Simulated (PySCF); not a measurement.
C₂H₇O, SMILES CC[OH2+], charge +1. The structure is a stationary point at B3LYP-D3(BJ)/def2-TZVP. The isomer is the one that the SMILES or the coordinates give; other isomers of the formula were not compared.

Computed equilibrium geometry at B3LYP-D3(BJ)/def2-TZVP (PySCF confirms it by a frequency run) as a Z-matrix, and its point group:
point group Cs.
```
C
H 1 1.0861
H 1 1.0861 2 110.53
C 1 1.4942 2 115.42 3 133.27
H 4 1.0906 1 112.42 2 177.03
H 4 1.0906 5 110.19 1 126.25
H 4 1.0938 5 107.28 6 116.48
O 1 1.5636 2 101.24 3 -106.66
H 8 0.9759 1 113.54 2 -60.14
H 8 0.9759 9 109.46 1 128.02
```
Charge +1, spin multiplicity 1.
